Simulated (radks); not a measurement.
Valence configurations of the gadolinium ion Gd2+ (all share [Xe]). Method: Dirac Kohn-Sham, LDA (Slater exchange, Perdew-Wang correlation), spin-unpolarised, spherical densities, finite nucleus; open shells fill j = l - 1/2 first; Fermi nuclear charge, rms radius 5.1569 fm; computed with a radial shooting solver on a logarithmic mesh with Libxc functionals. Energies are relative to 4f7 5d1; eigenvalues in eV.

| valence | E (eV) | e(4f5/2) | e(4f7/2) | e(5d3/2) | e(6p1/2) | e(6s1/2) |
|---|---|---|---|---|---|---|
| 4f7.5 5d0.5 | -2.735 | -19.851 | -19.122 | -14.755 | - | - |
| 4f7 5d1 | 0.000 | -22.922 | -22.165 | -15.552 | - | - |
| 4f7 6s1 | 0.656 | -25.641 | -24.881 | - | - | -16.490 |
| 4f7 5d0.5 6p0.5 | 2.294 | -24.776 | -24.018 | -16.907 | -12.099 | - |
| 4f6.5 5d1.5 | 3.917 | -26.213 | -25.428 | -16.338 | - | - |
| 4f7 6p1 | 4.837 | -26.650 | -25.890 | - | -12.858 | - |
| 4f6 5d2 | 9.125 | -29.700 | - | -17.111 | - | - |
| 4f6.5 5d0.5 6p1 | 9.285 | -30.022 | -29.234 | -19.059 | -13.112 | - |
| 4f6 5d1 6p1 | 15.044 | -33.584 | - | -19.877 | -13.347 | - |
| 4f5 5d2 6p1 | 31.730 | -41.272 | - | -21.497 | -13.767 | - |

NIST lists [Xe] 4f7 5d1 as the ground configuration; this level of theory puts 4f7.5 5d0.5 lower, by 2.735 eV. The energies are those of spherical spin-averaged densities, not of single terms.
